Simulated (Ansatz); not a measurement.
`BC/C(C)=C\F` + `[OH][GaH2]` → `B[O][GaH2]` + `CC(C)=CF`  (ligand exchange at a B–C bond)

Program: Ansatz. Geometries: PBE0-D4/def2-TZVP. ΔE: electronic, gas phase. CBS: MP2 limit from def2 TZ/QZ plus the TZ coupled-cluster correction, frozen cores. Functionals use def2-TZVPP. For Ga outer-core shells are correlated without core-valence functions, which leaves a few kJ/mol of doubt a bond. Scalar relativity is left out up to krypton. Each species was taken in one conformer, which may not be the lowest.

| level | ΔE (kJ/mol) |
| --- | --- |
| r2SCAN-D4 | -125.6 |
| B2PLYP | -141.5 |
| PBE | -122.9 |
| MP2/CBS(def2) | -121.6 |

Q: What does CCSD(T)/CBS give? (An estimate is asked.)

A: Ansatz gave: -129.7 kJ/mol. The listed levels differ from it by 4.1, -11.8, 6.8, 8.1 kJ/mol.

Largest T1 diagnostic among the species: 0.016.

From PBE to PBE0 (25 % exact exchange), in def2-TZVPP and without D4, ΔE moves by −4.9 kJ/mol. In def2-TZVPP, CCSD(T) changes the Hartree–Fock value by +41.5 kJ/mol (the triples alone add +6.8 kJ/mol) and MP2 by +49.6 kJ/mol.
